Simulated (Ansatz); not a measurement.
Ansatz (an electronic-structure program) input file for C₂H₁₀Si₄, SMILES [SiH3][SiH2][Si@@H]1C=C[SiH2]1, CAM-B3LYP/def2-SVPD. The structure is a stationary point at B3LYP-D3(BJ)/def2-SVP. The structure was generated by enumeration; whether it is a known compound was not checked. Other conformers were not sampled.

Ansatz 0.2 input:
```yaml
crystal:
  periodic: [false, false, false]
  atoms:
    - {symbol: Si, position_ang: [3.10289743, -0.25329671, 0.01200858]}
    - {symbol: Si, position_ang: [1.18904039, 0.40358361, 1.21130927]}
    - {symbol: Si, position_ang: [-0.56553846, 0.79032346, -0.29975776]}
    - {symbol: C, position_ang: [-2.30534410, 0.83559951, 0.46422131]}
    - {symbol: C, position_ang: [-2.92470700, -0.28478017, 0.01218031]}
    - {symbol: Si, position_ang: [-1.67090895, -1.10632085, -1.14870923]}
    - {symbol: H, position_ang: [3.50350645, 0.83199055, -0.93259042]}
    - {symbol: H, position_ang: [2.79247064, -1.47909358, -0.78292604]}
    - {symbol: H, position_ang: [4.25147758, -0.54741532, 0.91946147]}
    - {symbol: H, position_ang: [1.49753147, 1.61944192, 2.02678471]}
    - {symbol: H, position_ang: [0.78369059, -0.69462549, 2.14127988]}
    - {symbol: H, position_ang: [-0.21759994, 1.93128584, -1.20233790]}
    - {symbol: H, position_ang: [-2.77294865, 1.54872967, 1.15648531]}
    - {symbol: H, position_ang: [-3.94277976, -0.57132881, 0.30887238]}
    - {symbol: H, position_ang: [-2.07409698, -1.14913660, -2.58618032]}
    - {symbol: H, position_ang: [-1.21781043, -2.47481750, -0.75517079]}
basis:
  gaussian:
    orbitals: def2-SVPD
hamiltonian:
  xc: {name: CAM-B3LYP}
```

Output:

```
WARN ansatz: RAYON_NUM_THREADS=2 ignored (pool sized by the plan → 2); use --threads N
Functional definition: CAM-B3LYP
integrals: 0.26 GiB planned
1926 factors; their error is unknown
integrals: 0.28 GiB planned
897 factors; integrals over basis functions are off by at most 5.1e-6 eV
mean field: 2.50 GiB planned
mean field evaluation 1: about -33730.0350 eV, gradient 3.7e1 eV
mean field evaluation 2: about -33729.5586 eV, gradient 3.8e1 eV
mean field evaluation 4: about -33733.6631 eV, gradient 5.8e-1 eV
mean field evaluation 8: about -33733.8322 eV, gradient 2.4e-1 eV
mean field evaluation 16: about -33733.8323 eV, gradient 5.2e-5 eV
mean field -33733.83226985 eV, -1239.6954703041 hartree, gradient 5.2e-5 eV, S^2 0.000000; 0 other end points of the search recorded, 0 dependent functions left out
reference -33733.83245286 eV, -1239.6954770299 hartree; 39, 39 occupied and 177, 177 virtual orbitals, 1926 factors
Total energy: -33733.83245286 eV, -1239.6954770299 hartree
```

Self-consistency was reached.

Cost: very roughly 10 core-seconds.
